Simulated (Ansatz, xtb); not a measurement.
# Two isomers of C4H7BOSi

Structure X is `Bc1cc([SiH3])co1`, a singlet and structure Y is `Bc1occc1[SiH3]`, a singlet. Both are isolated molecules in the gas phase, relaxed with B3LYP/def2-SVP; the shapes shown needn't be the lowest conformers.

X (Å):

```xyz
14

C     0.7180    0.3496    0.3189
C    -0.3984    0.1979    1.1289
C    -1.5067    0.8581    0.5152
C    -0.9713    1.3760   -0.6510
B     2.1511   -0.1272    0.4521
O     0.3218    1.0922   -0.7860
Si   -3.2773    1.0152    1.1034
H     2.9700    0.1271   -0.3933
H     2.4529   -0.7693    1.4269
H    -0.3995   -0.3428    2.0749
H    -4.0434    1.8054    0.0971
H    -3.3371    1.7089    2.4228
H    -3.9058   -0.3293    1.2547
H    -1.4209    1.9605   -1.4533
```

Y (Å):

```
atom    x (Å)    y (Å)    z (Å)
   C   0.1177   0.7483   0.0783
   C  -1.2606   0.9143  -1.6323
   C  -2.0615   0.7343  -0.5282
   C  -1.1794   0.6254   0.5873
   B   1.4836   0.7198   0.7368
   O   0.0275   0.9251  -1.2939
  Si  -1.6743   0.3668   2.3854
   H   2.4882   0.8487   0.0864
   H   1.5453   0.5647   1.9313
   H  -1.4885   1.0436  -2.6893
   H  -3.1489   0.6868  -0.5224
   H  -1.2107   1.4970   3.2386
   H  -1.1118  -0.9051   2.9202
   H  -3.1633   0.2984   2.4389
```

Question: Which of the two would you expect CCSD(T)/def2-SVP + ΔMP2/def2-TZVPP electronic energies to favour?

Answer: Too close to call at this level: CCSD(T)/def2-SVP + ΔMP2/def2-TZVPP gives E(Y) − E(X) = +0.035 eV.

How the difference moves with the method:

```csv
level,geometry,E(Y) − E(X) (eV),departure from the last row (eV),"job, with rough time for the two"
GFN2-xTB,GFN2-xTB,−0.002,−0.037,"optimisation, 0.23 s"
HF/STO-3G,GFN2-xTB,+0.023,−0.012,"single point, 0.86 s"
r2SCAN-D4/def2-SVP,GFN2-xTB,+0.011,−0.024,"single point, 5 s"
B3LYP/def2-SVP,B3LYP/def2-SVP,+0.050,+0.015,"optimisation, 1.9 min"
HF/def2-SVP,B3LYP/def2-SVP,+0.098,+0.063,part of the CCSD(T) run
MP2/def2-SVP,B3LYP/def2-SVP,+0.026,−0.009,part of the CCSD(T) run
CCSD(T)/def2-SVP,B3LYP/def2-SVP,+0.039,+0.004,single point
CCSD(T)/def2-SVP + ΔMP2/def2-TZVPP,B3LYP/def2-SVP,+0.035,,"single point, 99 s"
```

As drawn, both hold the same kinds of bond in the same numbers.

The largest departure from CCSD(T)/def2-SVP + ΔMP2/def2-TZVPP is that of HF/def2-SVP, 0.063 eV. The last row adds to CCSD(T) the change of the MP2 difference between the two basis sets, here −0.004 eV.

With thermal terms from frequencies at re-optimised GFN2-xTB minima (ideal gas, soft modes damped towards free rotors, one conformer each, 298.15 K, 1 atm): the zero-point term adds +0.001 eV; ΔH is +0.033 and ΔG +0.042 eV.

The correlated steps freeze 11 core orbitals. Programs: Ansatz 0.2.0, xtb 6.7.1; the last row on 2 threads of Intel(R) Xeon(R) Processor @ 2.70GHz on a shared host.
